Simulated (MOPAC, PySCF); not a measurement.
H$_{7}$FSSi$_{3}$, SMILES `F[Si](S)([SiH3])[SiH3]` (Si–Si–S–H torsion 66°), neutral singlet in the gas phase. 

Cartesian coordinates (Å):
SMILES: F[Si]([SiH3])([SiH3])S
```xyz
12

F      0.5604     1.3944    -1.8153
Si     0.2795     0.6843    -0.3765
Si     1.9276    -0.9529     0.0042
Si    -1.9300    -0.1281    -0.3170
S      0.4979     2.2979     1.0508
H      3.2913    -0.3539    -0.1258
H      1.7403    -1.4560     1.4026
H      1.7894    -2.1056    -0.9410
H     -2.1822    -0.6136     1.0777
H     -2.8968     0.9658    -0.6389
H     -2.1257    -1.2717    -1.2629
H      0.1794     1.4865     2.0891
```
Charge 0, spin multiplicity 1.

All levels are single points at this geometry (PBE-D3(BJ)/def2-TZVP); Pople sets use spherical d functions. Orbital energies aren't observables, and empty levels follow the basis.

PM7 in MOPAC gives HOMO (eV) = -9.31.

Task: Estimate the HOMO (eV) from each of these levels: PBE-D3(BJ)/def2-TZVP in PySCF; B3LYP/6-311+G** in PySCF; B3LYP/6-31G* in PySCF; B3LYP/LANL2DZ in PySCF; BP86/6-31G* in PySCF; M06-2X/6-31G* in PySCF; PBE/6-31G* in PySCF; HF/3-21G in PySCF; HF/STO-3G in PySCF; AM1 in MOPAC; PM3 in MOPAC; PM6 in MOPAC.

Result: 
```csv
level,HOMO (eV)
PBE-D3(BJ)/def2-TZVP in PySCF,-6.08
B3LYP/6-311+G** in PySCF,-7.05
B3LYP/6-31G* in PySCF,-6.89
B3LYP/LANL2DZ in PySCF,-7.14
BP86/6-31G* in PySCF,-6.09
M06-2X/6-31G* in PySCF,-8.16
PBE/6-31G* in PySCF,-5.99
HF/3-21G in PySCF,-9.90
HF/STO-3G in PySCF,-6.57
AM1 in MOPAC,-9.57
PM3 in MOPAC,-8.75
PM6 in MOPAC,-8.18
```
